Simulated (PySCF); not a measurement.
C2H5Zn (SMILES C[CH2][Zn]), doublet, geometry from GFN2-xTB (such geometries of metal compounds can be far from the true shape) (the spin is typed, not shown lowest); TPSS/def2-SV(P) (PySCF).

Here is a job for PySCF.
```python
from pyscf import gto, scf, dft

mol = gto.M(
    atom='''
Zn    0.44032735    0.70016093    0.50050119
C    -0.02634732   -1.21256902   -0.53898933
C    -1.41647195   -1.15377456   -1.13236481
H     0.05574648   -2.01250868    0.19634804
H     0.72754669   -1.35642125   -1.31249709
H    -1.50226420   -0.34818435   -1.86207090
H    -2.17096995   -1.00124970   -0.36017584
H    -1.66296377   -2.08840244   -1.64851511
''',
    basis='def2-sv(p)',
    spin=1,
    verbose=4,
)

mf = dft.UKS(mol)
mf.xc = 'tpss'
mf.kernel()
```

Output, abridged:

```
PySCF version 2.14.0

[INPUT] verbose = 4
[INPUT] num. atoms = 8
[INPUT] num. electrons = 47
[INPUT] charge = 0
[INPUT] spin (= nelec alpha-beta = 2S) = 1
[INPUT] symmetry False subgroup None
[INPUT] Mole.unit = angstrom
[INPUT] Symbol           X                Y                Z      unit          X                Y                Z       unit  Magmom
[INPUT]  1 Zn     0.440327350000   0.700160930000   0.500501190000 AA    0.832098096656   1.323112400821   0.945810174119 Bohr   0.0
[INPUT]  2 C     -0.026347320000  -1.212569020000  -0.538989330000 AA   -0.049789218916  -2.291423354932  -1.018542217763 Bohr   0.0
[INPUT]  3 C     -1.416471950000  -1.153774560000  -1.132364810000 AA   -2.676744048629  -2.180317927891  -2.139859363995 Bohr   0.0
[INPUT]  4 H      0.055746480000  -2.012508680000   0.196348040000 AA    0.105345579609  -3.803090228510   0.371044020695 Bohr   0.0
[INPUT]  5 H      0.727546690000  -1.356421250000  -1.312497090000 AA    1.374863986934  -2.563264672040  -2.480260039389 Bohr   0.0
[INPUT]  6 H     -1.502264200000  -0.348184350000  -1.862070900000 AA   -2.838867904739  -0.657973062360  -3.518804025522 Bohr   0.0
[INPUT]  7 H     -2.170969950000  -1.001249700000  -0.360175840000 AA   -4.102538630161  -1.892087715303  -0.680633694285 Bohr   0.0
[INPUT]  8 H     -1.662963770000  -2.088402440000  -1.648515110000 AA   -3.142546080374  -3.946508649473  -3.115242070107 Bohr   0.0

nuclear repulsion = 135.683743501089
number of shells = 32
number of NR pGTOs = 134
number of NR cGTOs = 62
basis = def2-sv(p)
ecp = {}

******** <class 'pyscf.dft.uks.UKS'> ********
method = UKS
initial guess = minao
damping factor = 0
level_shift factor = 0
DIIS = <class 'pyscf.scf.diis.CDIIS'>
diis_start_cycle = 1
diis_space = 8
diis_damp = 0
SCF conv_tol = 1e-09
SCF conv_tol_grad = None
SCF max_cycles = 50
direct_scf = True
direct_scf_tol = 1e-13
number electrons alpha = 24  beta = 23
XC library pyscf.dft.libxc version 7.1.2
    S. Lehtola, C. Steigemann, M. J. T. Oliveira, and M. A. L. Marques,  SoftwareX 7, 1–5 (2018)
XC functionals = tpss
    J. Tao, J. P. Perdew, V. N. Staroverov, and G. E. Scuseria,  Phys. Rev. Lett. 91, 146401 (2003)
    J. P. Perdew, J. Tao, V. N. Staroverov, and G. E. Scuseria,  J. Chem. Phys. 120, 6898 (2004)
    J. Tao, J. P. Perdew, V. N. Staroverov, and G. E. Scuseria,  Phys. Rev. Lett. 91, 146401 (2003)
    J. P. Perdew, J. Tao, V. N. Staroverov, and G. E. Scuseria,  J. Chem. Phys. 120, 6898 (2004)
radial grids:
    Treutler-Ahlrichs [JCP 102, 346 (1995); DOI:10.1063/1.469408] (M4) radial grids

becke partition: Becke, JCP 88, 2547 (1988); DOI:10.1063/1.454033
pruning grids: <function nwchem_prune>
grids dens level: 3
symmetrized grids: False
atomic radii adjust function: <function treutler_atomic_radii_adjust>
small_rho_cutoff = 0
Set gradient conv threshold to 3.16228e-05
tot grids = 97920
init E= -1857.7720771853

cycle= 1 E= -1858.14478016627  delta_E= -0.373  |g|= 0.454  |ddm|= 1.96
cycle= 2 E= -1857.8176541272  delta_E= 0.327  |g|= 0.863  |ddm|= 1.67
cycle= 3 E= -1858.25875836322  delta_E= -0.441  |g|= 0.0391  |ddm|= 1.19
cycle= 4 E= -1858.25866018719  delta_E= 9.82e-05  |g|= 0.0459  |ddm|= 0.116
cycle= 5 E= -1858.25987058773  delta_E= -0.00121  |g|= 0.00614  |ddm|= 0.054
cycle= 6 E= -1858.25989325941  delta_E= -2.27e-05  |g|= 0.00301  |ddm|= 0.0122
cycle= 7 E= -1858.25989806933  delta_E= -4.81e-06  |g|= 0.00177  |ddm|= 0.00523
cycle= 8 E= -1858.2598995421  delta_E= -1.47e-06  |g|= 0.000236  |ddm|= 0.00205
cycle= 9 E= -1858.25989961348  delta_E= -7.14e-08  |g|= 7.64e-05  |ddm|= 0.000721
cycle= 10 E= -1858.25989962083  delta_E= -7.36e-09  |g|= 2.96e-05  |ddm|= 0.000287
cycle= 11 E= -1858.25989962178  delta_E= -9.49e-10  |g|= 9.67e-06  |ddm|= 8.31e-05
Extra cycle  E= -1858.25989962172  delta_E= 6.09e-11  |g|= 1.71e-05  |ddm|= 3.59e-05
converged SCF energy = -1858.25989962172  <S^2> = 0.75717938  2S+1 = 2.0071665
```
